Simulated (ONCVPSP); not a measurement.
**Varying the ONCV potential for tin (Sn)**

Base potential:

```
Element                 : tin
Generator               : ONCVPSP 4.0.1
Type                    : optimised norm-conserving Vanderbilt (ONCV)
Functional              : PBE
Relativity              : fully relativistic
Frozen core             : [Ar] 3d10
Valence charge          : 22
Reference configuration : 4s2 4p6 4d10 5s2 5p2
Partial waves           : 4s+5s: rc 1.55 bohr, ncon 3, nbas 6, qcut 7 1/bohr, 2 projectors; 4p+5p: rc 1.60 bohr, ncon 4, nbas 8, qcut 11 1/bohr, 2 projectors; 4d: rc 1.50 bohr, ncon 3, nbas 8, qcut 12.4 1/bohr, 2 projectors, debl 3.1 Ha
Local potential         : polynomial inside 1.15 bohr (lpopt 5, dvloc0 0 Ha)
Core correction         : polynomial model core, fcfact 0.7
```

Open shells are filled in proportion to 2j + 1.

Cutoffs, loose and tight: the cutoffs (Ha) at which the residual kinetic energy of the hardest occupied pseudo-wave falls to 1 and 0.1 mHa per electron. They do not see the model core or the augmentation charge, which bear on the density cutoff. Test errors are all-electron minus pseudo excitation energies from the reference, over the configurations 4s2 4p6 4d10 5s2 5p1; 4s2 4p6 4d10 5s2 5p0; 4s2 4p6 4d10 5s1 5p0; 4s1 4p6 4d10 5s2 5p2. A dash means not determined; rows that change the core or the reference have their own tests.

```tsv
change	outcome	cutoff, loose	cutoff, tight	bound ghosts	GHOST(+) flags above zero	largest test error (meV)
base	generated	43 Ha	51 Ha	none	none	-626
all radii but the core radius scaled by about 0.77 (s 1.20, p 1.24, d 1.16 bohr); local potential polynomial inside 0.90 bohr (lpopt 5, dvloc0 0 Ha)	generated	47 Ha	94 Ha	none	s	-297
all radii but the core radius scaled by about 0.91 (s 1.42, p 1.46, d 1.36 bohr); local potential polynomial inside 1.04 bohr (lpopt 5, dvloc0 0 Ha)	generated	45 Ha	53 Ha	none	s	-520
all radii but the core radius scaled by about 1.10 (s 1.70, p 1.76, d 1.66 bohr); local potential polynomial inside 1.26 bohr (lpopt 5, dvloc0 0 Ha)	generated	39 Ha	46 Ha	none	none	-740
all radii but the core radius scaled by about 1.23 (s 1.90, p 1.96, d 1.84 bohr); local potential polynomial inside 1.40 bohr (lpopt 5, dvloc0 0 Ha)	generated	39 Ha	46 Ha	none	none	-808
```

Problem. What comes out with this change to the base: all radii but the core radius scaled by about 1.28 (s 1.98, p 2.04, d 1.92 bohr); local potential polynomial inside 1.46 bohr (lpopt 5, dvloc0 0 Ha)?

Solution. outcome: failed: ERROR pspot: first pseudo wave function has node, program will stop. Cause: the optimised pseudo-wave of the first projector has a node, so the radial equation cannot be inverted for a potential.

Reading the sweep of the scale of all radii but the core radius (base = 1) (base included, trends over the rows without a ghost): The loose cutoff stays near 43 Ha. The median size of the test errors (rows with all tests solved) rises from 0.9 meV at 0.77 to 3.1 meV at 1.23. More of the atom is replaced by a form fitted at one configuration, so other configurations suffer as the radius grows. The generation fails at 1.28.
